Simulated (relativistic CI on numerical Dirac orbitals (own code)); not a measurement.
Fe³⁺ in a cubic cluster: 3s photoemission with charge transfer

Computed with a charge-transfer multiplet model of a cubic metal-ligand cluster with up to 3 ligand holes, Slater and spin-orbit integrals from Dirac-Coulomb-Breit ions, Slater integrals scaled by 0.9. The ground state mixes d5 with configurations of k ligand holes L, whose averages lie at kΔ + k(k − 1)U_dd/2; a core hole lowers each added d electron by U_cd. 20 K, Lorentzian 1.4 eV and Gaussian 0.8 eV FWHM.

Atomic integrals in eV (Slater integrals scaled, ζ unscaled), ground: F2dd 10.785, F4dd 6.742, zeta_d 0.056; with the core hole: F2dd 11.715, F4dd 7.365, zeta_d 0.065, G2cd 11.629.

Cluster parameters (eV): U_dd = 5.3, U_cd = 5.9, 10Dq = 1.55, 10Dq(ligand) = 1.2, V(eg) = 1.3, V(t2g) = -0.7, final-state hopping factor = 1.

Weights, n_d and S are thermal averages at 20 K. Binding energies count from the first peak over 30 % of the highest in each spectrum, which can be another peak from case to case. The parameters are a model scan and need not match a compound or its usual spin state. Peaks in eV (height, largest 100): 0.0 (100), 4.3 (14), 12.9 (49), 16.7 (28).

Question: Which parameters give this spectrum?
A. Δ = 3 eV
B. Δ = 6 eV
C. Δ = 4 eV

Answer: C. Δ = 4 eV; the ground state then has 5.09 d electrons and S = 2.50. The choice follows from running the model for each set and comparing peak positions and heights. Without intra-shell correlation the exchange splitting of the 3s hole comes out too large.
